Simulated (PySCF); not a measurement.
Isomers of C8H13N, from PBE0-D3(BJ)/def2-SVP geometry optimisation, gas phase (PySCF 2.14.0). One conformer each, no zero-point energy, no frequencies.

Problem. Which isomer lies lower at this level?
A. `[CH2:1]=[CH:2][C:3](=[CH2:4])[N:5]1[CH2:6][CH2:7][CH2:8][CH2:9]1` with C1–C2–C3–C4 40°, C2–C3–N5–C6 19°, C3–N5–C6–C7 156°, N5–C6–C7–C8 30°, C6–C7–C8–C9 -39°, C7–C8–C9–N5 33°: A = 3436, B = 1081, C = 865.2 MHz, dipole 1.97 D
B. `[CH3:1][N:2]([CH3:3])[C:4]1=[CH:5][CH2:6][CH2:7][CH:8]=[CH:9]1` with C4–C5–C6–C7 33°, C5–C6–C7–C8 -47°, C6–C7–C8–C9 33°, N2–C4–C9–C8 168°: A = 3246, B = 1169, C = 917.7 MHz, dipole 0.75 D

Solution. B. That is `CN(C)C1=CCCC=C1`, 4.4 kcal/mol below the other.

| SMILES | mapped SMILES | E (Eh) | relative (kcal/mol) | relative (kJ/mol) | dipole (D) |
| --- | --- | --- | --- | --- | --- |
| CN(C)C1=CCCC=C1 | [CH3:1][N:2]([CH3:3])[C:4]1=[CH:5][CH2:6][CH2:7][CH:8]=[CH:9]1 | -366.70429 | 0.0 | 0.0 | 0.75 |
| C=CC(=C)N1CCCC1 | [CH2:1]=[CH:2][C:3](=[CH2:4])[N:5]1[CH2:6][CH2:7][CH2:8][CH2:9]1 | -366.69730 | 4.4 | 18.4 | 1.97 |
